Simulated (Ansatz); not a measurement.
Job for Ansatz (a quantum-chemistry and plane-wave program): U-CCSD(T)/def2-QZVPP on O2 (SMILES O=O). The basis file is the Basis Set Exchange's JSON of that set.

Ansatz 0.2 input:
```yaml
crystal:
  periodic: [false, false, false]
  atoms:
    - {symbol: O, position_ang: [0.00000000, -0.00000000, 0.60215214]}
    - {symbol: O, position_ang: [-0.00000000, 0.00000000, -0.60215214]}
basis:
  gaussian:
    orbitals: def2-QZVPP.json
magnetization: {spin_polarized: true, initial_magnetization: 2}
correlation: {method: ccsd_t, electrons: outside_noble_gas}
scf: {omitted_lower_state_checks: [cluster_reference]}
```

What total energy does the run end on?

-150.1746 hartree (reference determinant -149.6904, T1 diagnostic 0.018).

How many basis functions does it have, and what does it roughly cost on one machine?

114 functions; very roughly 18 core-seconds.
